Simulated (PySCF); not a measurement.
The complex [TiBr4]- (charge -1) contains Ti(III), shell d1. The structure is a model geometry with rigid ligands and bond lengths from ionic radii and bond length changed to 1.04 of its base value, not a minimum; coordination tetrahedral, point group Td, metal–donor distances 2.51 Å.

```
5

Ti    0.000    0.000    0.000
Br    1.447    1.447    1.447
Br   -1.447   -1.447    1.447
Br   -1.447    1.447   -1.447
Br    1.447   -1.447   -1.447
```

Method (PySCF 2.14, density fitting): CASSCF(1,5) with orbitals averaged over all microstates of the shell, strongly contracted NEVPT2 on the averaged canonical orbitals; basis x2c-TZVPall on the metal, x2c-SVPall elsewhere; spin-free X2C; gas phase; spin-orbit coupling by state interaction with the mean-field operator over all roots.

Q: Which term lies lowest, and with what spin?

A: 2E (S = 1/2, orbital degeneracy 2), with 1.0 electrons in the lower (e-type) set and 0.0 in the upper (t2-type) set, by NEVPT2.

Q: List the excited states of the same spin.

A: By NEVPT2: 2T2 at 4849 cm⁻¹. The strongest, at 4849 cm⁻¹, has f = 5.0e-04.

Q: What ligand-field parameters describe the result?

A: At NEVPT2 level: orbital energies 0, 0, 4849, 4849, 4849 cm⁻¹; 10Dq = 4849 cm⁻¹; spin-orbit coupling on the heavy ligands mixes in, so no single ζ describes it.

Q: What are the magnetic parameters?

A: The ground state is orbitally degenerate (an E term, whose orbital moment is quenched to first order), so no simple spin Hamiltonian is given. The lowest spin-orbit level is 4-fold; the next lies at 4805.9 cm⁻¹. μeff is 1.78 μB at 300 K and 1.67 μB at 10 K; the spin-only value is 1.73 μB.

Charge-transfer states lie outside this active space and may come lower than some of these levels. The ground state is orbitally degenerate in this regular structure, which would distort (Jahn–Teller), so its moment is that of the undistorted model. NEVPT2 on the d shell alone tends to put d–d bands too high for such charged or covalently bound ions.

The job took 23 s on one thread of Intel Xeon Platinum 8488C (shared host), with 176 basis functions and a peak of 0.54 GiB, launched as `OMP_NUM_THREADS=1 python lf_run.py task.json out`.
